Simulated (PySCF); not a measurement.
triflic acid (CHF$_{3}$O$_{3}$S), singlet, geometry from GFN2-xTB; B3LYP/STO-3G (PySCF).

Input for PySCF:
```python
from pyscf import gto, scf, dft

mol = gto.M(
    atom='''
O     1.41469782   -0.49779905   -1.06169565
S     0.80886675    0.30104012    0.16311669
O     1.27034678   -0.28302073    1.37173556
O     0.90598970    1.68891681   -0.07270317
C    -0.97345522   -0.20872619   -0.06496558
F    -1.73274043    0.25154402    0.91428660
F    -1.43423367    0.23041401   -1.22337302
F    -1.01685156   -1.53813106   -0.06070275
H     1.82502020   -1.32350365   -0.79066498
''',
    basis='sto-3g',
    verbose=4,
)

mf = dft.RKS(mol)
mf.xc = 'b3lyp'
mf.diis = False
mf.damp = 0.3
mf.diis_start_cycle = 200
mf.max_cycle = 150
mf.kernel()
mf.analyze()
```

What the program printed (banner, timings and long lists left out):

```
PySCF version 2.14.0

[INPUT] verbose = 4
[INPUT] num. atoms = 9
[INPUT] num. electrons = 74
[INPUT] charge = 0
[INPUT] spin (= nelec alpha-beta = 2S) = 0
[INPUT] symmetry False subgroup None
[INPUT] Mole.unit = angstrom
[INPUT] Symbol           X                Y                Z      unit          X                Y                Z       unit  Magmom
[...]
nuclear repulsion = 570.166207188655
number of shells = 27
number of NR pGTOs = 135
number of NR cGTOs = 45
basis = sto-3g
ecp = {}

******** <class 'pyscf.dft.rks.RKS'> ********
method = RKS
initial guess = minao
damping factor = 0.3
level_shift factor = 0
DIIS disabled
SCF conv_tol = 1e-09
SCF conv_tol_grad = None
SCF max_cycles = 150
direct_scf = True
direct_scf_tol = 1e-13
XC library pyscf.dft.libxc version 7.1.2
    S. Lehtola, C. Steigemann, M. J. T. Oliveira, and M. A. L. Marques,  SoftwareX 7, 1–5 (2018)
XC functionals = b3lyp
    P. J. Stephens, F. J. Devlin, C. F. Chabalowski, and M. J. Frisch,  J. Phys. Chem. 98, 11623 (1994)
radial grids:
    Treutler-Ahlrichs [JCP 102, 346 (1995); DOI:10.1063/1.469408] (M4) radial grids

becke partition: Becke, JCP 88, 2547 (1988); DOI:10.1063/1.454033
pruning grids: <function nwchem_prune>
grids dens level: 3
symmetrized grids: False
atomic radii adjust function: <function treutler_atomic_radii_adjust>
small_rho_cutoff = 0
Set gradient conv threshold to 3.16228e-05
Initial guess from minao.
tot grids = 127840
init E= -951.605900733872
[...]
cycle= 1 E= -948.603017122548  delta_E=    3  |g|= 1.36  |ddm|= 4.53
[...]
cycle= 2 E= -948.835907614662  delta_E= -0.233  |g|= 1.15  |ddm|= 3.94
[...]
cycle= 3 E= -948.960512496492  delta_E= -0.125  |g|= 0.885  |ddm|= 3.39
[...]
cycle= 4 E= -948.906776768141  delta_E= 0.0537  |g|= 1.05  |ddm|= 3.22
[...]
cycle= 5 E= -948.966559136926  delta_E= -0.0598  |g|= 0.877  |ddm|= 3.18
[...]
cycle= 6 E= -948.88080361845  delta_E= 0.0858  |g|=  1.1  |ddm|= 3.22
[...]
cycle= 7 E= -948.94278413115  delta_E= -0.062  |g|= 0.907  |ddm|= 3.26
[...]
cycle= 8 E= -948.812026374879  delta_E= 0.131  |g|= 1.22  |ddm|= 3.37
[...]
cycle= 9 E= -948.896360131846  delta_E= -0.0843  |g|= 0.954  |ddm|= 3.47
[...]
cycle= 10 E= -948.64023054381  delta_E= 0.256  |g|= 1.49  |ddm|= 3.69
[...]
cycle= 11 E= -948.78305163633  delta_E= -0.143  |g|= 1.05  |ddm|=  3.9
[...]
cycle= 12 E= -948.194259617495  delta_E= 0.589  |g|= 2.01  |ddm|= 4.35
[...]
cycle= 13 E= -948.452693358975  delta_E= -0.258  |g|=  1.3  |ddm|= 4.82
[...]
[...]
[...]
cycle= 132 E= -944.251170742459  delta_E= 0.0247  |g|= 3.25  |ddm|= 9.83
[...]
cycle= 133 E= -944.275853989483  delta_E= -0.0247  |g|= 3.21  |ddm|= 9.83
[...]
cycle= 134 E= -944.25117074246  delta_E= 0.0247  |g|= 3.25  |ddm|= 9.83
[...]
cycle= 135 E= -944.275853989484  delta_E= -0.0247  |g|= 3.21  |ddm|= 9.83
[...]
cycle= 136 E= -944.251170742461  delta_E= 0.0247  |g|= 3.25  |ddm|= 9.83
[...]
cycle= 137 E= -944.275853989481  delta_E= -0.0247  |g|= 3.21  |ddm|= 9.83
[...]
cycle= 138 E= -944.251170742459  delta_E= 0.0247  |g|= 3.25  |ddm|= 9.83
[...]
cycle= 139 E= -944.275853989483  delta_E= -0.0247  |g|= 3.21  |ddm|= 9.83
[...]
cycle= 140 E= -944.251170742459  delta_E= 0.0247  |g|= 3.25  |ddm|= 9.83
[...]
cycle= 141 E= -944.275853989483  delta_E= -0.0247  |g|= 3.21  |ddm|= 9.83
[...]
cycle= 142 E= -944.25117074246  delta_E= 0.0247  |g|= 3.25  |ddm|= 9.83
[...]
cycle= 143 E= -944.275853989483  delta_E= -0.0247  |g|= 3.21  |ddm|= 9.83
[...]
cycle= 144 E= -944.251170742459  delta_E= 0.0247  |g|= 3.25  |ddm|= 9.83
[...]
cycle= 145 E= -944.275853989482  delta_E= -0.0247  |g|= 3.21  |ddm|= 9.83
[...]
cycle= 146 E= -944.251170742461  delta_E= 0.0247  |g|= 3.25  |ddm|= 9.83
[...]
cycle= 147 E= -944.275853989482  delta_E= -0.0247  |g|= 3.21  |ddm|= 9.83
[...]
cycle= 148 E= -944.25117074246  delta_E= 0.0247  |g|= 3.25  |ddm|= 9.83
[...]
cycle= 149 E= -944.275853989484  delta_E= -0.0247  |g|= 3.21  |ddm|= 9.83
[...]
cycle= 150 E= -944.25117074246  delta_E= 0.0247  |g|= 3.25  |ddm|= 9.83
SCF not converged.
SCF energy = -944.25117074246
**** SCF Summaries ****
Total Energy =                        -944.251170742460090
Nuclear Repulsion Energy =             570.166207188655335
One-electron Energy =                -2459.094132179941425
Two-electron Energy =                  944.676754248826001
Two-electron Coulomb Energy =         1034.148511151489629
DFT Exchange-Correlation Energy =      -89.471756902663614
HOMO-LUMO gap [eV] =                     2.128716322360815
**** MO energy ****
[...]
 ** Mulliken pop on meta-lowdin orthogonal AOs  **
 ** Mulliken pop  **
 ** Mulliken atomic charges  **
charge of    0O =      0.67409
charge of    1S =      0.07515
charge of    2O =     -1.92910
charge of    3O =      2.51101
charge of    4C =     -0.86720
charge of    5F =     -0.13395
charge of    6F =      0.11022
charge of    7F =     -0.25300
charge of    8H =     -0.18721
Dipole moment(X, Y, Z, Debye):  7.29875, 24.86072, -18.01072
```

Convergence was not reached.
